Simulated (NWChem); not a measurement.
Everything below was run with NWChem. System: CH$_{2}$Cl$_{6}$Si$_{2}$, charge 1, spin multiplicity 2, at the geometry of a parent with another charge or spin, in a state set for the comparison that need not be this species' ground state. Its SCF solution wasn't tested for a lower state. Level: UHF/def2-SVP.

Input file:

```
start mol
memory heap 200 mb stack 900 mb global 1100 mb
charge 1
geometry units angstroms nocenter noautoz noautosym
  Cl    -2.998427    -1.063591    -1.480261
  Si    -1.605868    -0.258711    -0.178550
  Cl    -2.335246     1.538806     0.523745
  Cl    -1.367025    -1.561582     1.404082
  C      0.000000     0.000000    -1.111871
  Si     1.605868     0.258711    -0.178550
  Cl     2.335246    -1.538806     0.523745
  Cl     1.367025     1.561582     1.404082
  Cl     2.998427     1.063591    -1.480261
  H     -0.150311     0.880864    -1.773308
  H      0.150311    -0.880864    -1.773308
end
basis spherical
  * library def2-svp
end
scf
  uhf
  nopen 1
  maxiter 100
  thresh 1e-7
  semidirect memsize 60000000 filesize 0
end
task scf energy
```

NWChem printed:

```
             Northwest Computational Chemistry Package (NWChem) 7.3.0
             --------------------------------------------------------

                                NWChem Input Module
                                -------------------

 Scaling coordinates for geometry "geometry" by  1.889725989
 (inverse scale =  0.529177249)

                             Geometry "geometry" -> ""
                             -------------------------

 Output coordinates in angstroms (scale by  1.889725989 to convert to a.u.)

  No.       Tag          Charge          X              Y              Z
 ---- ---------------- ---------- -------------- -------------- --------------
    1 Cl                  17.0000    -2.99842700    -1.06359100    -1.48026100
    2 Si                  14.0000    -1.60586800    -0.25871100    -0.17855000
    3 Cl                  17.0000    -2.33524600     1.53880600     0.52374500
    4 Cl                  17.0000    -1.36702500    -1.56158200     1.40408200
    5 C                    6.0000     0.00000000     0.00000000    -1.11187100
    6 Si                  14.0000     1.60586800     0.25871100    -0.17855000
    7 Cl                  17.0000     2.33524600    -1.53880600     0.52374500
    8 Cl                  17.0000     1.36702500     1.56158200     1.40408200
    9 Cl                  17.0000     2.99842700     1.06359100    -1.48026100
   10 H                    1.0000    -0.15031100     0.88086400    -1.77330800
   11 H                    1.0000     0.15031100    -0.88086400    -1.77330800

 Effective nuclear repulsion energy (a.u.)    1317.7379976268

            Nuclear Dipole moment (a.u.)
            ----------------------------
        X                 Y               Z
 ---------------- ---------------- ----------------
    -0.0000000000    -0.0000000000     0.0000037795


 Summary of "ao basis" -> "" (spherical)
 ------------------------------------------------------------------------------
       Tag                 Description            Shells   Functions and Types
 ---------------- ------------------------------  ------  ---------------------
 *                          def2-svp                  on all atoms

 Summary of "ao basis" -> "ao basis" (spherical)
 ------------------------------------------------------------------------------
       Tag                 Description            Shells   Functions and Types
 ---------------- ------------------------------  ------  ---------------------
 Cl                         def2-svp                 8       18   4s3p1d
 Si                         def2-svp                 8       18   4s3p1d
 C                          def2-svp                 6       14   3s2p1d
 H                          def2-svp                 3        5   2s1p

                                 NWChem SCF Module
                                 -----------------

  ao basis        = "ao basis"
  functions       =   168
  atoms           =    11
  alpha electrons =    69
  beta  electrons =    68
  charge          =   1.00
  wavefunction    = UHF
  use symmetry    = F
  symmetry adapt  = F

 Summary of "ao basis" -> "ao basis" (spherical)
 ------------------------------------------------------------------------------
       Tag                 Description            Shells   Functions and Types
 ---------------- ------------------------------  ------  ---------------------
 Cl                         def2-svp                 8       18   4s3p1d
 Si                         def2-svp                 8       18   4s3p1d
 C                          def2-svp                 6       14   3s2p1d
 H                          def2-svp                 3        5   2s1p

 Forming initial guess at       0.1s

      Superposition of Atomic Density Guess
      -------------------------------------

 Sum of atomic energies:       -3372.04157241

 Renormalizing density from     138.00 to    137

      Non-variational initial energy
      ------------------------------

 Total energy =   -3359.423787
 1-e energy   =   -7241.403191
 2-e energy   =    2564.241406
 HOMO         =      -0.571237
 LUMO         =      -0.157216

 Starting SCF solution at       6.9s

 ----------------------------------------------
         Quadratically convergent UHF

 Convergence threshold     :          1.000E-07
 Maximum no. of iterations :          100
 Integral*density screening:          1.000E-09
 ----------------------------------------------

              iter       energy          gnorm     gmax       time
             ----- ------------------- --------- --------- --------
                 1    -3372.5754143322  1.01D+00  1.12D-01      8.6
                 2    -3372.7158289402  2.71D-01  4.72D-02     11.7
                 3    -3372.7368175939  2.07D-02  3.49D-03     16.8
                 4    -3372.7370520076  6.31D-04  9.52D-05     24.5
                 5    -3372.7370521726  5.23D-07  1.35D-07     37.8
                 6    -3372.7370521726  9.23D-09  2.46D-09     45.4

       Final UHF  results
       ------------------

         Total SCF energy =  -3372.737052172637
      One electron energy =  -7268.798536687613
      Two electron energy =   2578.323486888207
 Nuclear repulsion energy =   1317.737997626768

                       Sz =      0.5000
                 Sz(Sz+1) =      0.7500
                      S^2 =      0.7785

        Time for solution =     38.5s

          Final alpha eigenvalues
          -----------------------

              1
    1 -105.0081
    2 -105.0081
    3 -104.9826
    4 -104.9825
    5 -104.9806
    6 -104.9805
    7  -69.1012
    8  -69.1012
[...]
   160     -0.344269  10 H  s               165     -0.344269  11 H  s
     4     -0.315049   1 Cl s               144     -0.315049   9 Cl s
    11     -0.284906   1 Cl px              151      0.284906   9 Cl px

 Vector   71  Occ=0.000000D+00  E=-2.669928D-02
              MO Center= -3.2D-08, -2.9D-08, -1.1D+00, r^2= 5.9D+00
   Bfn.  Coefficient  Atom+Function         Bfn.  Coefficient  Atom+Function
  ----- ------------  ---------------      ----- ------------  ---------------
    75      2.154497   5 C  s               160     -0.960406  10 H  s
   165     -0.960406  11 H  s                22     -0.828514   2 Si s
    90     -0.828514   6 Si s                29     -0.277776   2 Si px
    97      0.277776   6 Si px               58      0.263413   4 Cl s
   126      0.263413   8 Cl s                81     -0.259017   5 C  pz

 Vector   72  Occ=0.000000D+00  E=-2.335429D-02
              MO Center=  7.2D-08,  4.0D-08,  1.2D-01, r^2= 6.0D+00
   Bfn.  Coefficient  Atom+Function         Bfn.  Coefficient  Atom+Function
  ----- ------------  ---------------      ----- ------------  ---------------
    21      0.774068   2 Si s                89     -0.774068   6 Si s
    31      0.433789   2 Si pz               99     -0.433789   6 Si pz
   160     -0.329514  10 H  s               165      0.329513  11 H  s
    48      0.311967   3 Cl py              116      0.311967   7 Cl py
    20      0.288982   2 Si s                80      0.289937   5 C  py

                     UHF Final Beta Molecular Orbital Analysis
                     -----------------------------------------

 Vector   66  Occ=1.000000D+00  E=-6.274090D-01
              MO Center= -3.8D-08,  4.5D-08,  8.4D-01, r^2= 7.6D+00
   Bfn.  Coefficient  Atom+Function         Bfn.  Coefficient  Atom+Function
  ----- ------------  ---------------      ----- ------------  ---------------
    65     -0.244112   4 Cl px              133      0.244112   8 Cl px
    47      0.223942   3 Cl px              115     -0.223942   7 Cl px
    48      0.219025   3 Cl py              116     -0.219025   7 Cl py
    62     -0.178636   4 Cl px              130      0.178636   8 Cl px
    44      0.163161   3 Cl px              112     -0.163161   7 Cl px

 Vector   67  Occ=1.000000D+00  E=-6.254760D-01
              MO Center=  6.9D-08,  5.6D-09,  3.7D-01, r^2= 9.3D+00
   Bfn.  Coefficient  Atom+Function         Bfn.  Coefficient  Atom+Function
  ----- ------------  ---------------      ----- ------------  ---------------
    49      0.243829   3 Cl pz              117      0.243829   7 Cl pz
    12      0.208062   1 Cl py              152     -0.208062   9 Cl py
    47      0.200827   3 Cl px              115     -0.200827   7 Cl px
    66     -0.195340   4 Cl py              134      0.195340   8 Cl py
    46      0.178678   3 Cl pz              114      0.178678   7 Cl pz

 Vector   68  Occ=1.000000D+00  E=-6.235527D-01
              MO Center= -6.4D-08, -1.5D-09,  5.7D-01, r^2= 8.7D+00
   Bfn.  Coefficient  Atom+Function         Bfn.  Coefficient  Atom+Function
  ----- ------------  ---------------      ----- ------------  ---------------
    49      0.255775   3 Cl pz              117     -0.255775   7 Cl pz
    66     -0.241417   4 Cl py              134     -0.241417   8 Cl py
    46      0.190662   3 Cl pz              114     -0.190662   7 Cl pz
    63     -0.174544   4 Cl py              131     -0.174544   8 Cl py
    12      0.163135   1 Cl py              152      0.163135   9 Cl py

 Vector   69  Occ=0.000000D+00  E=-3.786229D-01
              MO Center=  8.7D-10, -1.2D-10, -8.0D-01, r^2= 5.8D+00
   Bfn.  Coefficient  Atom+Function         Bfn.  Coefficient  Atom+Function
  ----- ------------  ---------------      ----- ------------  ---------------
    76      0.318777   5 C  px               79      0.269323   5 C  px
    11      0.263340   1 Cl px              151      0.263340   9 Cl px
     8      0.171212   1 Cl px              148      0.171212   9 Cl px
    26     -0.160769   2 Si px               94     -0.160769   6 Si px

 Vector   70  Occ=0.000000D+00  E=-4.267724D-02
              MO Center=  1.0D-08,  9.2D-11, -6.6D-01, r^2= 6.7D+00
   Bfn.  Coefficient  Atom+Function         Bfn.  Coefficient  Atom+Function
  ----- ------------  ---------------      ----- ------------  ---------------
    21      0.572425   2 Si s                89      0.572425   6 Si s
    31     -0.525399   2 Si pz               99     -0.525399   6 Si pz
     4     -0.319147   1 Cl s                11     -0.320554   1 Cl px
   144     -0.319147   9 Cl s               151      0.320554   9 Cl px
   160     -0.311043  10 H  s               165     -0.311043  11 H  s

 Vector   71  Occ=0.000000D+00  E=-1.761559D-02
              MO Center= -3.7D-08, -1.3D-08, -1.0D+00, r^2= 6.2D+00
   Bfn.  Coefficient  Atom+Function         Bfn.  Coefficient  Atom+Function
  ----- ------------  ---------------      ----- ------------  ---------------
    75      1.991256   5 C  s               160     -0.910746  10 H  s
   165     -0.910746  11 H  s                22     -0.737520   2 Si s
    90     -0.737520   6 Si s                30      0.487188   2 Si py
    98     -0.487188   6 Si py               58      0.314356   4 Cl s
   126      0.314356   8 Cl s                67     -0.304690   4 Cl pz

 center of mass
 --------------
 x =   0.00000000 y =  -0.00000000 z =   0.02968064

 moments of inertia (a.u.)
 ------------------
        2691.775995065783        -514.214854023414          -0.000000000000
        -514.214854023414        5779.443703211983           0.000000000000
          -0.000000000000           0.000000000000        6091.484892310962

  Mulliken analysis of the total density
  --------------------------------------

    Atom       Charge   Shell Charges
 -----------   ------   -------------------------------------------------------
    1 Cl  17    17.12   2.00  1.99  1.24  0.73  5.94  2.07  3.12  0.03
    2 Si  14    12.91   2.00  1.99  1.00 -0.19  5.94  1.09  0.62  0.45
    3 Cl  17    17.18   2.00  1.99  1.23  0.74  5.94  2.08  3.18  0.03
    4 Cl  17    17.19   2.00  1.99  1.22  0.74  5.94  2.09  3.18  0.03
    5 C    6     6.60   1.99  0.93  0.41  2.00  1.25  0.02
    6 Si  14    12.91   2.00  1.99  1.00 -0.19  5.94  1.09  0.62  0.45
    7 Cl  17    17.18   2.00  1.99  1.23  0.74  5.94  2.08  3.18  0.03
    8 Cl  17    17.19   2.00  1.99  1.22  0.74  5.94  2.09  3.18  0.03
    9 Cl  17    17.12   2.00  1.99  1.24  0.73  5.94  2.07  3.12  0.03
   10 H    1     0.79   0.70  0.07  0.03
   11 H    1     0.79   0.70  0.07  0.03

  Mulliken analysis of the alpha density
  --------------------------------------

    Atom       Charge   Shell Charges
 -----------   ------   -------------------------------------------------------
    1 Cl  17     8.65   1.00  1.00  0.62  0.36  2.97  1.08  1.61  0.01
    2 Si  14     6.46   1.00  0.99  0.50 -0.10  2.97  0.57  0.29  0.24
    3 Cl  17     8.62   1.00  1.00  0.61  0.37  2.97  1.06  1.60  0.01
    4 Cl  17     8.61   1.00  1.00  0.61  0.37  2.97  1.05  1.60  0.01
    5 C    6     3.56   0.99  0.48  0.19  1.19  0.69  0.01
    6 Si  14     6.46   1.00  0.99  0.50 -0.10  2.97  0.57  0.29  0.24
    7 Cl  17     8.62   1.00  1.00  0.61  0.37  2.97  1.06  1.60  0.01
    8 Cl  17     8.61   1.00  1.00  0.61  0.37  2.97  1.05  1.60  0.01
    9 Cl  17     8.65   1.00  1.00  0.62  0.36  2.97  1.08  1.61  0.01
   10 H    1     0.38   0.34  0.03  0.02
   11 H    1     0.38   0.34  0.03  0.02

   Mulliken analysis of the beta density
   -------------------------------------

    Atom       Charge   Shell Charges
 -----------   ------   -------------------------------------------------------
    1 Cl  17     8.47   1.00  1.00  0.62  0.37  2.97  0.99  1.52  0.01
    2 Si  14     6.45   1.00  1.00  0.51 -0.08  2.97  0.53  0.33  0.21
    3 Cl  17     8.57   1.00  1.00  0.61  0.37  2.97  1.03  1.58  0.01
    4 Cl  17     8.58   1.00  1.00  0.61  0.37  2.97  1.04  1.58  0.01
    5 C    6     3.05   0.99  0.45  0.22  0.81  0.56  0.01
    6 Si  14     6.45   1.00  1.00  0.51 -0.08  2.97  0.53  0.33  0.21
    7 Cl  17     8.57   1.00  1.00  0.61  0.37  2.97  1.03  1.58  0.01
    8 Cl  17     8.58   1.00  1.00  0.61  0.37  2.97  1.04  1.58  0.01
    9 Cl  17     8.47   1.00  1.00  0.62  0.37  2.97  0.99  1.52  0.01
   10 H    1     0.41   0.36  0.04  0.01
   11 H    1     0.41   0.36  0.04  0.01

   Mulliken analysis of the spin density
   -------------------------------------

    Atom       Charge   Shell Charges
 -----------   ------   -------------------------------------------------------
    1 Cl  17     0.19   0.00  0.00  0.00 -0.00  0.00  0.10  0.09 -0.00
    2 Si  14     0.01  -0.00 -0.00 -0.01 -0.02  0.00  0.04 -0.04  0.03
    3 Cl  17     0.05   0.00  0.00  0.00 -0.00  0.00  0.03  0.02 -0.00
    4 Cl  17     0.03  -0.00 -0.00  0.00 -0.00  0.00  0.02  0.01 -0.00
    5 C    6     0.51  -0.00  0.04 -0.04  0.38  0.13  0.00
    6 Si  14     0.01  -0.00 -0.00 -0.01 -0.02  0.00  0.04 -0.04  0.03
    7 Cl  17     0.05   0.00  0.00  0.00 -0.00  0.00  0.03  0.02 -0.00
    8 Cl  17     0.03  -0.00 -0.00  0.00 -0.00  0.00  0.02  0.01 -0.00
    9 Cl  17     0.19   0.00  0.00  0.00 -0.00  0.00  0.10  0.09 -0.00
   10 H    1    -0.03  -0.02 -0.01  0.00
   11 H    1    -0.03  -0.02 -0.01  0.00

       Multipole analysis of the density wrt the origin
       ------------------------------------------------

     L   x y z        total         alpha         beta         nuclear
     -   - - -        -----         -----         ----         -------
     0   0 0 0      1.000000    -69.000000    -68.000000    138.000000

     1   1 0 0      0.000000      0.000000      0.000000     -0.000000
     1   0 1 0      0.000000      0.000000      0.000000     -0.000000
     1   0 0 1     -1.608302      0.043830     -1.652135      0.000004

     2   2 0 0    -65.367823  -1159.586875  -1144.422520   2238.641572
     2   1 1 0      2.340196   -125.921181   -122.424511    250.685889
     2   1 0 1      0.000000     -0.000000      0.000000      0.000000
     2   0 2 0    -74.459774   -405.324451   -402.300951    733.165628
     2   0 1 1     -0.000000     -0.000000      0.000000      0.000000
     2   0 0 2    -71.690142   -333.991217   -328.549265    590.850340

 Task  times  cpu:       45.5s     wall:       45.5s

 Total times  cpu:       45.5s     wall:       45.5s
```
